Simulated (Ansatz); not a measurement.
Steps of a relaxation of C6H9In, SMILES `C=[CH][In]([CH]=C)[CH]=C` with RKS PBE0-D4/def2-TZVP.

```sh
$ ansatz run in.yaml --threads 2 --pin off --events-out ev --progress --plain --max-ram 32768MiB --backend cuda --devices 0, --max-vram 18GiB
```

```yaml
crystal:
  periodic: [false, false, false]
  atoms:
    - {symbol: C, position_ang: [1.672970, -2.195700, -1.465310]}
    - {symbol: C, position_ang: [1.025410, -1.066080, -1.700900]}
    - {symbol: In, position_ang: [-0.078610, -0.041920, -0.045950]}
    - {symbol: C, position_ang: [-0.993030, 1.976810, -0.352190]}
    - {symbol: C, position_ang: [-0.717410, 2.686620, -1.434200]}
    - {symbol: C, position_ang: [-0.265190, -1.045540, 1.945070]}
    - {symbol: C, position_ang: [-0.781450, -0.391240, 2.972900]}
    - {symbol: H, position_ang: [1.691750, -2.645390, -0.479220]}
    - {symbol: H, position_ang: [2.219350, -2.736780, -2.231870]}
    - {symbol: H, position_ang: [1.034160, -0.652220, -2.706160]}
    - {symbol: H, position_ang: [-1.671230, 2.391110, 0.390990]}
    - {symbol: H, position_ang: [-0.045900, 2.319030, -2.201800]}
    - {symbol: H, position_ang: [-1.137500, 3.671140, -1.617790]}
    - {symbol: H, position_ang: [0.061710, -2.073010, 2.085230]}
    - {symbol: H, position_ang: [-0.893900, -0.831280, 3.959190]}
    - {symbol: H, position_ang: [-1.121130, 0.634430, 2.882020]}
basis:
  gaussian: {orbitals: def2-TZVP}
hamiltonian: {xc: pbe0, dispersion: d4}
relax: {f_tol: 0.005, max_steps: 150}
```

Positions (Å) and forces (eV/Å) along the path, 9 of 16 steps:

```xyz
16
step=1 energy=-11534.1733 eV
C     1.673   -2.196   -1.465    0.101   -0.226    0.147
C     1.025   -1.066   -1.701   -0.699    0.806    0.699
In   -0.079   -0.042   -0.046   -0.011   -0.021    0.002
C    -0.993    1.977   -0.352    0.329   -1.132    0.475
C    -0.717    2.687   -1.434    0.122    0.080   -0.254
C    -0.265   -1.046    1.945    0.227    0.274   -1.216
C    -0.781   -0.391    2.973   -0.115    0.223    0.152
H     1.692   -2.645   -0.479    0.033   -0.103    0.093
H     2.219   -2.737   -2.232    0.058   -0.030   -0.121
H     1.034   -0.652   -2.706    0.000    0.021   -0.027
H    -1.671    2.391    0.391    0.000    0.002    0.008
H    -0.046    2.319   -2.202    0.056    0.003   -0.123
H    -1.137    3.671   -1.618   -0.064    0.108    0.013
H     0.062   -2.073    2.085    0.018   -0.027   -0.001
H    -0.894   -0.831    3.959    0.004   -0.087    0.103
H    -1.121    0.634    2.882   -0.059    0.109    0.050
16
step=2 energy=-11534.3170 eV
C     1.620   -2.143   -1.403    0.091   -0.108   -0.086
C     0.958   -1.007   -1.600    0.078    0.041   -0.246
In   -0.087   -0.047   -0.045   -0.046   -0.013   -0.014
C    -0.937    1.857   -0.339   -0.132    0.173    0.148
C    -0.681    2.593   -1.416   -0.079    0.118   -0.111
C    -0.263   -0.984    1.832    0.088   -0.213    0.128
C    -0.774   -0.358    2.888   -0.066   -0.035    0.141
H     1.639   -2.641   -0.436    0.012   -0.009   -0.006
H     2.182   -2.642   -2.192   -0.012   -0.003    0.006
H     0.976   -0.554   -2.590    0.102   -0.133   -0.066
H    -1.584    2.269    0.434   -0.015    0.154   -0.094
H    -0.049    2.234   -2.225    0.014    0.026    0.014
H    -1.098    3.589   -1.560    0.009    0.005   -0.005
H     0.100   -2.003    1.953   -0.052   -0.008    0.174
H    -0.851   -0.825    3.869    0.002    0.004    0.001
H    -1.152    0.661    2.829    0.007    0.003    0.017
16
step=4 energy=-11534.3495 eV
C     1.639   -2.164   -1.427    0.031   -0.049   -0.008
C     0.987   -1.019   -1.613   -0.039    0.024   -0.053
In   -0.085   -0.045   -0.042    0.062    0.032    0.025
C    -0.933    1.893   -0.345   -0.070   -0.005   -0.001
C    -0.708    2.616   -1.440    0.134    0.079    0.043
C    -0.259   -0.988    1.869   -0.032   -0.072   -0.018
C    -0.792   -0.373    2.922    0.064    0.050    0.054
H     1.675   -2.669   -0.466   -0.017   -0.008    0.038
H     2.177   -2.664   -2.231    0.017    0.001   -0.004
H     1.014   -0.597   -2.617   -0.009    0.024    0.005
H    -1.583    2.337    0.408   -0.013   -0.019    0.021
H    -0.056    2.279   -2.242   -0.042   -0.057   -0.042
H    -1.132    3.609   -1.576   -0.036    0.000   -0.023
H     0.084   -2.011    2.021    0.012    0.000   -0.023
H    -0.873   -0.854    3.896   -0.020   -0.014    0.014
H    -1.155    0.651    2.883   -0.041    0.014   -0.030
16
step=5 energy=-11534.3356 eV rejected
C     1.633   -2.163   -1.433    0.003    0.007    0.011
C     0.984   -1.016   -1.631   -0.028    0.074    0.100
In   -0.077   -0.040   -0.036   -0.063   -0.038   -0.019
C    -0.942    1.905   -0.333    0.170   -0.020    0.038
C    -0.678    2.630   -1.421   -0.289   -0.291   -0.290
C    -0.259   -1.006    1.876    0.087    0.098   -0.067
C    -0.774   -0.372    2.929   -0.242   -0.033   -0.104
H     1.637   -2.668   -0.469    0.012    0.001   -0.022
H     2.201   -2.659   -2.220   -0.038    0.009    0.009
H     1.033   -0.577   -2.627    0.002   -0.012    0.022
H    -1.580    2.356    0.426    0.036    0.008    0.003
H    -0.100    2.228   -2.257    0.058    0.152    0.199
H    -1.119    3.612   -1.593    0.108    0.029    0.072
H     0.100   -2.023    2.031    0.007    0.022    0.000
H    -0.873   -0.841    3.907    0.064    0.018    0.001
H    -1.185    0.635    2.854    0.112   -0.023    0.046
16
step=11 energy=-11534.3549 eV
C     1.610   -2.164   -1.441   -0.001    0.001   -0.001
C     1.023   -0.979   -1.601    0.000    0.000    0.001
In   -0.030   -0.014   -0.009    0.000    0.000   -0.001
C    -0.877    1.926   -0.313    0.001    0.000    0.000
C    -0.731    2.584   -1.461    0.000   -0.001    0.002
C    -0.223   -0.983    1.888    0.000    0.000    0.000
C    -0.825   -0.394    2.920    0.000   -0.001   -0.001
H     1.584   -2.705   -0.497    0.000   -0.001    0.000
H     2.151   -2.662   -2.245    0.000   -0.001    0.001
H     1.103   -0.515   -2.583    0.001    0.000    0.000
H    -1.445    2.419    0.474    0.001    0.000    0.001
H    -0.180    2.172   -2.304   -0.001    0.001   -0.001
H    -1.155    3.574   -1.625    0.000    0.000   -0.001
H     0.174   -1.984    2.049    0.001    0.001    0.000
H    -0.925   -0.878    3.891   -0.001    0.000    0.000
H    -1.251    0.604    2.855   -0.001    0.000    0.000
16
step=12 energy=-11534.3550 eV
C     1.604   -2.168   -1.442    0.004   -0.001    0.000
C     1.032   -0.975   -1.597   -0.002    0.004   -0.002
In   -0.019   -0.009   -0.005    0.005    0.002    0.002
C    -0.865    1.932   -0.308   -0.001   -0.003    0.002
C    -0.739    2.581   -1.464   -0.002   -0.004   -0.011
C    -0.214   -0.978    1.891    0.002   -0.002    0.000
C    -0.832   -0.398    2.918   -0.011   -0.002   -0.003
H     1.567   -2.714   -0.503   -0.003   -0.001   -0.001
H     2.143   -2.666   -2.247   -0.001    0.000    0.001
H     1.123   -0.504   -2.575    0.000   -0.002    0.001
H    -1.420    2.432    0.484    0.002    0.001    0.000
H    -0.203    2.161   -2.313   -0.003    0.004    0.007
H    -1.165    3.570   -1.629    0.002    0.002    0.001
H     0.193   -1.975    2.055   -0.001    0.002    0.001
H    -0.935   -0.884    3.888    0.004    0.002    0.001
H    -1.270    0.595    2.850    0.004   -0.002    0.000
16
step=14 energy=-11534.3551 eV
C     1.596   -2.172   -1.444   -0.003    0.003    0.000
C     1.045   -0.969   -1.593    0.001   -0.008    0.000
In   -0.003   -0.001    0.000   -0.001    0.000   -0.001
C    -0.851    1.939   -0.303    0.001    0.007   -0.007
C    -0.749    2.577   -1.468   -0.003   -0.009    0.004
C    -0.202   -0.973    1.894   -0.005    0.003    0.006
C    -0.841   -0.402    2.915   -0.001   -0.004   -0.007
H     1.542   -2.727   -0.510    0.001    0.006   -0.004
H     2.133   -2.672   -2.250   -0.001    0.000    0.000
H     1.150   -0.491   -2.567    0.003   -0.002    0.005
H    -1.388    2.447    0.497    0.003   -0.001   -0.007
H    -0.232    2.149   -2.324   -0.002    0.002    0.009
H    -1.178    3.565   -1.632    0.001    0.001    0.002
H     0.219   -1.963    2.063    0.000    0.006    0.001
H    -0.947   -0.890    3.883    0.000    0.000    0.000
H    -1.295    0.583    2.841    0.006   -0.004   -0.001
16
step=15 energy=-11534.3551 eV rejected
C     1.593   -2.174   -1.445    0.009    0.006    0.004
C     1.048   -0.968   -1.593    0.003   -0.001    0.000
In   -0.001    0.000    0.000    0.004    0.002    0.002
C    -0.849    1.940   -0.302   -0.006    0.000   -0.003
C    -0.752    2.576   -1.469    0.014    0.004    0.003
C    -0.199   -0.971    1.895    0.000    0.001    0.004
C    -0.844   -0.403    2.913    0.010    0.004    0.001
H     1.538   -2.729   -0.511   -0.008    0.000   -0.005
H     2.130   -2.675   -2.250   -0.001    0.000    0.000
H     1.159   -0.488   -2.564   -0.005   -0.005    0.001
H    -1.383    2.450    0.499    0.002   -0.002   -0.005
H    -0.237    2.148   -2.325   -0.007   -0.002    0.003
H    -1.181    3.564   -1.632   -0.004   -0.002    0.000
H     0.227   -1.959    2.066   -0.007    0.001   -0.001
H    -0.950   -0.891    3.881    0.000    0.000    0.000
H    -1.299    0.582    2.839   -0.005   -0.007   -0.004
16
step=16 energy=-11534.3551 eV
C     1.595   -2.173   -1.445   -0.001   -0.003    0.000
C     1.046   -0.969   -1.593    0.001    0.001    0.000
In   -0.002   -0.001   -0.001    0.000    0.000    0.000
C    -0.851    1.939   -0.303   -0.001    0.000    0.002
C    -0.750    2.577   -1.468    0.003    0.000   -0.003
C    -0.201   -0.972    1.894    0.001    0.000    0.001
C    -0.842   -0.402    2.914    0.001    0.001    0.001
H     1.540   -2.728   -0.511   -0.001    0.003   -0.002
H     2.132   -2.674   -2.250    0.000    0.001    0.000
H     1.154   -0.491   -2.566    0.000   -0.002    0.002
H    -1.388    2.447    0.497    0.002   -0.001   -0.003
H    -0.233    2.150   -2.324   -0.002    0.001    0.004
H    -1.179    3.565   -1.631   -0.001    0.000    0.001
H     0.222   -1.961    2.064   -0.002    0.002    0.000
H    -0.947   -0.890    3.882    0.000    0.000    0.000
H    -1.297    0.583    2.840    0.001   -0.003   -0.001
```

Hardware: 2 threads of an AMD EPYC 7R13 on a shared host and a share of an NVIDIA H100 80 GB. Wall time 62 s, peak host memory 0.95 GiB.
